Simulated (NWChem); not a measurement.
Extrapolating the CCSD(T) correlation energy of CClF

```xyz
3

F      0.2527    -1.4738     0.0000
C     -0.6854    -0.5857     0.0000
Cl     0.1081     0.9870     0.0000
```
Charge 0, spin multiplicity 1.

All runs are NWChem calculations. Structure: optimised with B3LYP/def2-SVP, a minimum by its harmonic frequencies.

The correlated methods keep 7 core orbitals frozen. The structure started from a generated list of species. No row is a measurement; the coupled-cluster row has its own basis-set and correlation limits.

Worked example. The CCSD(T) correlation energy is -472.79 mHa in cc-pVDZ and -622.52 mHa in cc-pVTZ. The form E(X) = E∞ + A/X³ turns the pair into an estimate of the basis-set limit.

E∞ = (3³·(-622.52) − 2³·(-472.79))/(3³ − 2³) = -685.6 mHa. The larger basis holds 91 % of that, at about 7 times the processor time of the smaller one. This is a two-point estimate, and a rough one from so small a pair.
